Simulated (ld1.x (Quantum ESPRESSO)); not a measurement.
**Transferability test, TM potential for Zn**

```json
{"Element": "zinc", "Generator": "ld1.x (Quantum ESPRESSO) 7.5", "Type": "norm-conserving Troullier–Martins (Kleinman–Bylander form)", "Functional": "LDA (PZ)", "Relativity": "scalar-relativistic", "Frozen core": "[Ne]", "Valence charge": "20", "Reference configuration": "3s2 3p6 3d10 4s1.5 4p0 (charge +0.5)", "Partial waves": "3p (bound): rc 0.75 bohr; 3d (bound): rc 1.00 bohr; 4f channel at 0.35 Ry: rc 0.95 bohr; 3s (bound): rc 0.65 bohr", "Local potential": "the s channel", "Core correction": "none"}
```

Occupied shells without a wave of their own: 4s. They enter only through the test configuration that unscreens the potential.

Energies are relative to the spin-unpolarised reference configuration 3s2 3p6 3d10 4s1.5 4p0; without spin polarisation the order of configurations can differ from experiment. Spin-polarised rows fill each open shell by Hund’s rule, majority spin first.

Problem. Give the all-electron excitation energy and the error of the potential for: 3s2 3p6 3d10 4s2 4p0; 3s2 3p6 3d10 4s1 4p0; 3s2 3p6 3d10 4s0 4p0; 3s1 3p6 3d10 4s2 4p0; 3s2 3p6 3d10 4s1 4p1; 3s2 3p6 3d9 4s2 4p0; 3s2 3p6 3d8 4s0 4p0; 3s2 3p6 3d10 4s1.5 4p0 (spin-polarised); 3s2 3p6 3d10 4s1 4p0 (spin-polarised).

Solution.

```tsv
valence configuration	charge	ΔE all-electron (eV)	error AE − PS (meV)
3s2 3p6 3d10 4s2 4p0	0	-4.078	+26
3s2 3p6 3d10 4s1 4p0	+1	6.112	-34
3s2 3p6 3d10 4s0 4p0	+2	24.881	-129
3s1 3p6 3d10 4s2 4p0	+1	133.390	+17
3s2 3p6 3d10 4s1 4p1	0	1.106	-22
3s2 3p6 3d9 4s2 4p0	+1	14.127	+46
3s2 3p6 3d8 4s0 4p0	+4	127.919	-279
3s2 3p6 3d10 4s1.5 4p0 (spin-polarised)	+0.5	-0.051	-0.1
3s2 3p6 3d10 4s1 4p0 (spin-polarised)	+1	5.864	-35
```

The 4s level has no wave, so the channel is fitted at the deeper level alone: the likely source of the large errors.
